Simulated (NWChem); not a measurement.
System: C2H4O2Si; SMILES O=C1OC[SiH2]1

The following NWChem deck was run.

```
start job
memory heap 200 mb stack 900 mb global 1100 mb
geometry units angstroms noautosym nocenter noautoz
  O      0.532373    -2.028902     0.000000
  C      0.160646    -0.888886     0.000000
  O     -1.177453    -0.506466     0.000000
  C     -1.141804     0.960861     0.000000
  Si     0.775529     0.972291     0.000000
  H     -1.652873     1.349802    -0.903838
  H     -1.652873     1.349802     0.903838
  H      1.469851     1.475684     1.232801
  H      1.469851     1.475684    -1.232801
end
basis spherical
  * library def2-svp
end
dft
  xc xcamb88 1.00 lyp 0.81 vwn_5 0.19 hfexch 1.00
  cam 0.33 cam_alpha 0.19 cam_beta 0.46
  iterations 150
end
property
  efieldgrad
end
task dft property
```

Coordinates come from a PBE-D3(BJ)/def2-SVP optimisation.

Vzz is the largest principal value of the second derivative of the potential at the nucleus (NWChem prints the opposite sign); η is the asymmetry. Non-relativistic.

Atoms are numbered as in the input.

**Question.** Predict the main results of this run. (CAM-B3LYP/def2-SVP.) Quantities: Vzz O1 (a.u.); η O1; Vzz O3 (a.u.); η O3.

**Answer.** 
- Vzz O1 (a.u.) = -1.468
- η O1 = 0.29
- Vzz O3 (a.u.) = 1.547
- η O3 = 0.51
